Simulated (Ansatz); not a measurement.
Spectroscopic constants of SnW, multiplicity 7 (an upper state: multiplicity 5 came lower at CCSD(T)/def2-TZVPP on PBE0 minima). No spin–orbit coupling.

The constants come from a fifth-degree fit in 1/R (seven points, main isotopes). Runs in def2 and cc sets follow the lowest solution found near the PBE0 minimum.

The values were computed with Ansatz (Gaussian basis) for Hartree–Fock, density functionals and correlated methods. Values without a source in brackets are computed. In def2 rows elements past Kr take small-core potentials, without spin–orbit coupling.

| level | r_e (Å) | ω_e (cm⁻¹) | ω_e x_e (cm⁻¹) | B_e (cm⁻¹) | dipole (D) |
|---|---|---|---|---|---|
| PBE/def2-TZVPP | 2.788 | 158 | 0.34 | 0.0299 | 1.01 |
| PBE0/def2-TZVPP | 2.766 | 162 | 0.37 | 0.0303 | 1.53 |
| wB97X-V/def2-TZVPP | 2.754 | 164 | 0.38 | 0.0306 | 1.78 |

Ansatz is a quantum-chemistry and plane-wave program.
